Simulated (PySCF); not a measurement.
## Potential energy of InSi along the bond

Set-up: In def2-SVPD with ECP28, Si def2-SVPD; scalar-relativistic core potentials (PySCF 2.14). Energies in eV from In + Si in their ground configurations at the same level. All curves are PBE0. state 1: ⁴Σ⁻ (quartet), unpaired electrons σ ↑, π ↑↑; state 2: Ms = 0.5 determinant of mixed spin (⟨S²⟩ near 1.8), unpaired electrons σ ↓, π ↑↑, a second solution, started from another occupation; state 3: Ms = 0.5 determinant of mixed spin (⟨S²⟩ near 1.8), unpaired electrons σ ↑, π ↑↓, a mixture of terms (⟨Lz²⟩ = 2.0), a second solution, started from another occupation; state 4: doublet, unpaired electrons σ ↑, a mixture of terms (⟨Lz²⟩ = 2.0), a second solution, started from another occupation.

```csv
R (Å),state 1,state 2,state 3,state 4
2.262,-1.763,-1.476,-1.383,-0.635
2.367,-2.091,-1.796,-1.712,-0.973
2.472,-2.268,-1.963,-1.887,-1.156
2.551,-2.329,-2.015,-1.946,-1.220
2.630,-2.346,-2.023,-1.959,-1.238
2.709,-2.328,-1.997,-1.939,-1.220
2.814,-2.266,-1.924,-1.874,-1.158
2.946,-2.148,-1.795,-1.752,-1.040
3.103,-1.970,-1.610,-1.571,-0.868
3.314,-1.708,-1.347,-1.308,-0.644
```

Task: Put a parabola through the three lowest points of the state 1 curve and estimate Re, k and ωe (reduced mass 22.5 u; 1 eV/Å² = 0.16022 mdyn/Å; ωe = 1302.8·√(k/μ) cm⁻¹).

Result: Through R = 2.551, 2.63, 2.709 Å the second-order coefficient is 2.80 eV/Å², so Re ≈ 2.629 Å, k ≈ 0.899 mdyn/Å and ωe ≈ 260 cm⁻¹. A polynomial fit of higher order to the unrounded PBE0 energies gives Re = 2.625 Å, k = 0.884 mdyn/Å, ωe = 258 cm⁻¹; anharmonicity and rounding make the difference.

The higher-order fit for each curve: state 1: Re = 2.625 Å, ωe = 258 cm⁻¹, De = 2.35 eV; state 2: Re = 2.605 Å, ωe = 267 cm⁻¹, minimum 2.02 eV below the ground-state fragments; state 3: Re = 2.619 Å, ωe = 262 cm⁻¹, minimum 1.96 eV below the ground-state fragments; state 4: Re = 2.627 Å, ωe = 261 cm⁻¹, minimum 1.24 eV below the ground-state fragments.

⟨S²⟩ of the unrestricted solution departs from its pure value on part of the curve, where spin states mix. Spin–orbit coupling is left out, which matters for elements this heavy, above all for dissociation energies. The state was picked by a PBE0 search and need not be the measured ground state.
